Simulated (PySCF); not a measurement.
C3H10Si (SMILES C[SiH](C)C), singlet, geometry from GFN2-xTB; DF-PBE0/6-31G* run with PySCF.

The PySCF input:
```python
from pyscf import gto, scf, dft

mol = gto.M(
    atom='''
Si    0.04227581    0.17410565    0.35767998
C    -0.94677323    1.32330318   -0.79306653
C     1.75998590   -0.15337865   -0.39419538
C    -0.88714883   -1.47441790    0.56171541
H     0.19817869    0.81616493    1.67671672
H    -1.08207267    0.88244973   -1.77698739
H    -1.93349276    1.53106784   -0.39013129
H    -0.44225768    2.27526120   -0.92863343
H     2.35085242   -0.80627152    0.24121477
H     1.68499224   -0.62713212   -1.36922950
H     2.31726365    0.76979478   -0.52198718
H    -1.02111986   -1.97760373   -0.39202130
H    -1.87270611   -1.32118853    0.99105908
H    -0.34788226   -2.15306147    1.21575889
''',
    basis='6-31g*',
    verbose=4,
)

mf = dft.RKS(mol)
mf.xc = 'pbe0'
mf = mf.density_fit(auxbasis='def2-universal-jkfit')
mf.kernel()
```

Output, abridged:

```
PySCF version 2.14.0

[INPUT] verbose = 4
[INPUT] num. atoms = 14
[INPUT] num. electrons = 42
[INPUT] charge = 0
[INPUT] spin (= nelec alpha-beta = 2S) = 0
[INPUT] symmetry False subgroup None
[INPUT] Mole.unit = angstrom
[INPUT] Symbol           X                Y                Z      unit          X                Y                Z       unit  Magmom
[INPUT]  1 Si     0.042275810000   0.174105650000   0.357679980000 AA    0.079889702594   0.329011995239   0.675917202440 Bohr   0.0
[INPUT]  2 C     -0.946773230000   1.323303180000  -0.793066530000 AA   -1.789142106770   2.500680589966  -1.498678540259 Bohr   0.0
[INPUT]  3 C      1.759985900000  -0.153378650000  -0.394195380000 AA    3.325891334096  -0.289843641856  -0.744921307769 Bohr   0.0
[INPUT]  4 C     -0.887148830000  -1.474417900000   0.561715410000 AA   -1.676468320428  -2.786246024156   1.061488284848 Bohr   0.0
[INPUT]  5 H      0.198178690000   0.816164930000   1.676716720000 AA    0.374503447825   1.542328190175   3.168535389279 Bohr   0.0
[INPUT]  6 H     -1.082072670000   0.882449730000  -1.776987390000 AA   -2.044820993177   1.667588308396  -3.358019493906 Bohr   0.0
[INPUT]  7 H     -1.933492760000   1.531067840000  -0.390131290000 AA   -3.653771780229   2.893298895729  -0.737241290723 Bohr   0.0
[INPUT]  8 H     -0.442257680000   2.275261200000  -0.928633430000 AA   -0.835745891686   4.299620529849  -1.754862852815 Bohr   0.0
[INPUT]  9 H      2.350852420000  -0.806271520000   0.241214770000 AA    4.442467233071  -1.523632354837   0.455829852500 Bohr   0.0
[INPUT] 10 H      1.684992240000  -0.627132120000  -1.369229500000 AA    3.184173855617  -1.185107950718  -2.587468756675 Bohr   0.0
[INPUT] 11 H      2.317263650000   0.769794780000  -0.521987180000 AA    4.378993656910   1.454701306320  -0.986412810734 Bohr   0.0
[INPUT] 12 H     -1.021119860000  -1.977603730000  -0.392021300000 AA   -1.929636875754  -3.737129432618  -0.740812891996 Bohr   0.0
[INPUT] 13 H     -1.872706110000  -1.321188530000   0.991059080000 AA   -3.538901659700  -2.496684480617   1.872830234463 Bohr   0.0
[INPUT] 14 H     -0.347882260000  -2.153061470000   1.215758890000 AA   -0.657402194995  -4.068696507653   2.297451335605 Bohr   0.0

nuclear repulsion = 173.767303804057
number of shells = 46
number of NR pGTOs = 172
number of NR cGTOs = 80
basis = 6-31g*
ecp = {}

******** <class 'pyscf.df.df_jk.DFRKS'> ********
method = DFRKS
initial guess = minao
damping factor = 0
level_shift factor = 0
DIIS = <class 'pyscf.scf.diis.CDIIS'>
diis_start_cycle = 1
diis_space = 8
diis_damp = 0
SCF conv_tol = 1e-09
SCF conv_tol_grad = None
SCF max_cycles = 50
direct_scf = False
XC library pyscf.dft.libxc version 7.1.2
    S. Lehtola, C. Steigemann, M. J. T. Oliveira, and M. A. L. Marques,  SoftwareX 7, 1–5 (2018)
XC functionals = pbe0
    C. Adamo and V. Barone,  J. Chem. Phys. 110, 6158 (1999)
    M. Ernzerhof and G. E. Scuseria,  J. Chem. Phys. 110, 5029 (1999)
radial grids:
    Treutler-Ahlrichs [JCP 102, 346 (1995); DOI:10.1063/1.469408] (M4) radial grids

becke partition: Becke, JCP 88, 2547 (1988); DOI:10.1063/1.454033
pruning grids: <function nwchem_prune>
grids dens level: 3
symmetrized grids: False
atomic radii adjust function: <function treutler_atomic_radii_adjust>
small_rho_cutoff = 0
Set gradient conv threshold to 3.16228e-05
Initial guess from minao.
tot grids = 159616
******** <class 'pyscf.df.df.DF'> ********
auxbasis = def2-universal-jkfit
init E= -409.43924692293
  HOMO = -0.359632627906711  LUMO = 0.0208275951604521  gap/eV = 10.35285
cycle= 1 E= -409.492700757762  delta_E= -0.0535  |g|= 0.499  |ddm|= 2.91
  HOMO = -0.240563936855494  LUMO = 0.110935926977019  gap/eV = 9.56480
cycle= 2 E= -409.483070173786  delta_E= 0.00963  |g|= 0.527  |ddm|= 0.891
  HOMO = -0.306323582679039  LUMO = 0.0858484954830644  gap/eV = 10.67155
cycle= 3 E= -409.557848465887  delta_E= -0.0748  |g|= 0.0149  |ddm|= 0.47
  HOMO = -0.305111672075362  LUMO = 0.0850660015652834  gap/eV = 10.61728
cycle= 4 E= -409.557922312447  delta_E= -7.38e-05  |g|= 0.00538  |ddm|= 0.0304
  HOMO = -0.30526639495652  LUMO = 0.085457943946964  gap/eV = 10.63215
cycle= 5 E= -409.55793240243  delta_E= -1.01e-05  |g|= 0.000422  |ddm|= 0.00796
  HOMO = -0.305298777748168  LUMO = 0.0854738455079637  gap/eV = 10.63346
cycle= 6 E= -409.557932460756  delta_E= -5.83e-08  |g|= 5.16e-05  |ddm|= 0.000646
  HOMO = -0.305312951335308  LUMO = 0.0854600449535645  gap/eV = 10.63347
cycle= 7 E= -409.557932461622  delta_E= -8.66e-10  |g|= 2.38e-05  |ddm|= 0.000122
  HOMO = -0.305305627353372  LUMO = 0.0854653802788541  gap/eV = 10.63342
Extra cycle  E= -409.557932461691  delta_E= -6.9e-11  |g|= 1.88e-05  |ddm|= 5.75e-05
converged SCF energy = -409.557932461691
```
